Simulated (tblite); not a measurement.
Compound: C7H5O3 (doublet state).
Z-matrix (Å and degrees, GFN2-xTB geometry), rows numbered from 1:
```
O 
C   1  1.2336
C   2  1.4547  1  122.24
C   3  1.3596  2  121.47  1  -179.88
C   4  1.4103  3  120.73  2     0.02
O   5  1.3709  4  114.26  3   179.78
C   6  1.3340  5  125.85  4   179.53
O   7  1.1926  6  128.64  5    -0.23
C   5  1.4042  4  120.25  3    -0.13
C   9  1.3648  5  119.77  4     0.10
H   3  1.0793  2  117.16  1     0.03
H   4  1.0800  3  121.50  2   179.96
H   7  1.1030  6  107.01  5   179.77
H   9  1.0787  5  119.84  4  -179.88
H  10  1.0796  2  116.95  1    -0.12
```

The geometry is computed with GFN2-xTB (gas phase). This method treats the open shell by occupation alone, without spin polarisation.

Take the most abundant isotopes and a rigid rotor. The values belong to one conformer with, in the numbering `[O:1][c:2]1[cH:3][cH:4][c:5]([O:6][CH:7]=[O:8])[cH:9][cH:10]1`, C4–C5–O6–C7 180°, C5–O6–C7–O8 0°.

**Question.** Give the principal moments of inertia and the rotational constants in MHz.

**Answer.** Ia = 126.43, Ib = 631.58, Ic = 758.00 u·Å²; 505379 MHz·u·Å²/I gives A = 3997, B = 800.2, C = 666.7 MHz.

**Question.** What kind of rotor is it?

**Answer.** A near-prolate asymmetric top. Ray's parameter κ = (2B − A − C)/(A − C) = -0.920; −1 is the prolate and +1 the oblate limit.

**Question.** Is it planar, by Δ = Ic − Ia − Ib?

**Answer.** Planar: Δ = Ic − Ia − Ib = -0.01 u·Å². For a rigid frame Δ = −2 Σ m c², so it vanishes when all atoms lie in the ab plane; here none is more than 0.01 Å from it.

**Question.** Where do the levels up to J = 3 lie, in MHz?

**Answer.** Above 0(0,0):
J = 1: 1(0,1) 1467, 1(1,1) 4664, 1(1,0) 4797
J = 2: 2(0,2) 4397, 2(1,2) 7464, 2(1,1) 7865, 2(2,1) 17456, 2(2,0) 17460
J = 3: 3(0,3) 8781, 3(1,3) 11662, 3(1,2) 12463, 3(2,2) 21857, 3(2,1) 21877, 3(3,1) 38178, 3(3,0) 38178
The levels of one J sum to (2J + 1)J(J + 1)(A + B + C)/3.

**Question.** Estimate the classical rotational partition function at 50 K, 100 K and 298.15 K.

**Answer.** Point group Cs, symmetry number σ = 1; q = (√π/σ)·√((kT/h)³/(ABC)), k/h = 20836.6 MHz/K: 40800 at 50 K, 115000 at 100 K, 594000 at 298.15 K.

For this open shell read J as N, the rotation without spin; fine and hyperfine splittings come on top. Its GFN2-xTB frequencies are all real (lowest 30 cm⁻¹). Zero-point vibration and centrifugal distortion are left out.
